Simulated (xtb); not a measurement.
C₂H₅ClSi₂, SMILES [SiH3][Si@@H](Cl)C#C. All values are semi-empirical tight-binding results from xtb (GFN2-xTB unless named), good for trends rather than for accurate numbers. Coordinates come from a GFN2-xTB optimisation. The structure was generated by enumeration; whether it is a known compound was not checked.

Computed properties:
| Item | Value |
|---|---|
| orbital gap | 4.11 eV |
| dipole moment | 1.54 D |
| zero-point energy | 32.7 kcal/mol |
| G − E(el) at 298.15 K (modified RRHO) | 11.3 kcal/mol |
| static polarisability (D4 model) | 90.2 bohr³ |
| solvation energy, GFN2-xTB/ALPB(water) | -1.9 kcal/mol |
| solvation energy, GFN2-xTB/ALPB(octanol) | -5.6 kcal/mol |
